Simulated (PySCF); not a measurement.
Job file and geometry (Å, from GFN2-xTB) of an NMR shielding run on SMILES [C@@H](CC)(F)c1ccccc1, C$_{9}$H$_{11}$F, GIAO PBE0/pcSseg-1 NMR shielding, non-relativistic, gas phase (PySCF 2.14.0, density-fitted response routines); density fitting, a coarse starting grid and PySCF grid level 2 are the driver's defaults:

```
{"job": {"kind": "nmr", "xc": "PBE0", "basis": "pcSseg-1"}, "charge": 0, "multiplicity": 1}
C      2.296554     0.644831     0.457588
C      2.064432    -0.778300    -0.035751
C      0.903835    -0.864468    -1.034764
F      1.256006    -0.175441    -2.181413
C     -0.380684    -0.322537    -0.464374
C     -1.082380    -1.082997     0.463405
C     -2.244703    -0.594352     1.030409
C     -2.719921     0.656801     0.672564
C     -2.028199     1.414307    -0.255926
C     -0.862230     0.928522    -0.822388
H      2.471034     1.310073    -0.384576
H      1.431857     1.005520     1.010301
H      3.164853     0.677376     1.111074
H      1.838508    -1.436355     0.804473
H      2.964958    -1.147977    -0.530821
H      0.765850    -1.908076    -1.353077
H     -0.714905    -2.061372     0.739471
H     -2.783692    -1.192821     1.750067
H     -3.628974     1.037115     1.114713
H     -2.395557     2.388985    -0.541569
H     -0.325560     1.518108    -1.549876
```

Q: What does the program print?

A: 
```
coarse grid: 17680 points
cycle   1  E = -448.7180916400  dE =  1.503e+00  |g| = 5.821e-01  |ddm| = 4.291e+00
cycle   2  E = -448.6886938971  dE =  2.940e-02  |g| = 7.462e-01  |ddm| = 1.285e+00
cycle   3  E = -448.7901089142  dE = -1.014e-01  |g| = 8.584e-02  |ddm| = 6.907e-01
cycle   4  E = -448.7912468555  dE = -1.138e-03  |g| = 4.394e-02  |ddm| = 1.221e-01
cycle   5  E = -448.7916870754  dE = -4.402e-04  |g| = 1.202e-02  |ddm| = 5.600e-02
cycle   6  E = -448.7917205938  dE = -3.352e-05  |g| = 4.473e-03  |ddm| = 1.479e-02
cycle   7  E = -448.7917255468  dE = -4.953e-06  |g| = 5.701e-04  |ddm| = 4.493e-03
final grid: 171568 points
cycle   8  E = -448.8583847170  dE = -5.944e-05  |g| = 9.125e-03  |ddm| = 5.977e-02
cycle   9  E = -448.8583782611  dE =  6.456e-06  |g| = 1.099e-02  |ddm| = 2.098e-02
cycle  10  E = -448.8584056142  dE = -2.735e-05  |g| = 1.362e-03  |ddm| = 1.111e-02
cycle  11  E = -448.8584059138  dE = -2.996e-07  |g| = 3.473e-04  |ddm| = 1.527e-03
cycle  12  E = -448.8584059347  dE = -2.083e-08  |g| = 1.339e-04  |ddm| = 3.998e-04
cycle  13  E = -448.8584059391  dE = -4.467e-09  |g| = 4.231e-05  |ddm| = 1.768e-04
cycle  14  E = -448.8584059396  dE = -4.579e-10  |g| = 8.887e-06  |ddm| = 5.018e-05
converged SCF energy = -448.8584059396

GIAO shielding tensors (ppm)
atom      isotropic    diamagn.    paramagn.     s11        s22        s33       span
  0 C      179.162     248.112     -68.950    172.383    181.002    184.102     11.719
  1 C      152.227     250.091     -97.863    135.055    153.524    168.104     33.049
  2 C       90.157     240.272    -150.115     60.013     73.749    136.709     76.696
  3 F      398.436     475.316     -76.881    346.949    412.435    435.922     88.973
  4 C       39.928     263.900    -223.972    -56.586     10.254    166.116    222.703
  5 C       57.760     251.445    -193.685    -47.569     45.824    175.025    222.594
  6 C       53.436     253.586    -200.150    -57.470     39.103    178.675    236.145
  7 C       54.258     253.833    -199.576    -54.658     39.279    178.152    232.810
  8 C       52.945     253.969    -201.025    -58.513     38.505    178.841    237.354
  9 C       55.658     248.878    -193.220    -54.934     36.529    185.378    240.313
 10 H       30.624      30.461       0.164     26.085     29.430     36.358     10.273
 11 H       31.364      31.647      -0.283     25.603     32.879     35.610     10.007
 12 H       31.010      28.318       2.693     25.977     27.902     39.153     13.176
 13 H       30.197      31.904      -1.707     25.945     28.711     35.935      9.990
 14 H       29.483      29.515      -0.033     25.576     27.325     35.546      9.970
 15 H       25.597      30.504      -4.908     21.941     25.692     29.157      7.215
 16 H       24.444      33.282      -8.838     20.578     23.135     29.619      9.041
 17 H       24.055      30.015      -5.960     20.584     24.612     26.969      6.384
 18 H       24.115      29.280      -5.165     20.728     25.018     26.599      5.871
 19 H       23.969      30.172      -6.204     20.466     24.379     27.061      6.596
 20 H       23.815      33.084      -9.269     19.697     22.175     29.574      9.877
```

Q: Turn these shieldings into chemical shifts. Shifts are taken against calculated references (same method and geometry level): ¹³C (186.93 ppm), ¹H (31.72 ppm) against TMS; ¹⁹F (170.95 ppm) vs CFCl3.

A: Averaging equivalent atoms: C 4: 147.0; C 6/8: 133.7; C 7: 132.7; C 5/9: 130.2; C 2: 96.8; C 1: 34.7; C 0: 7.8; F 3: -227.5; H 17/19: 7.71; H 18: 7.60; H 16/20: 7.59; H 15: 6.12; H 14: 2.23; H 13: 1.52; H 10/11/12: 0.72 ppm. Unscaled 19F shifts against computed CFCl3 carry errors that often reach 10 to 50 ppm.

Size and cost of the density-fitted run: 225 basis functions, 47 s wall time on 1 thread of an Arm Neoverse V1, shared host.
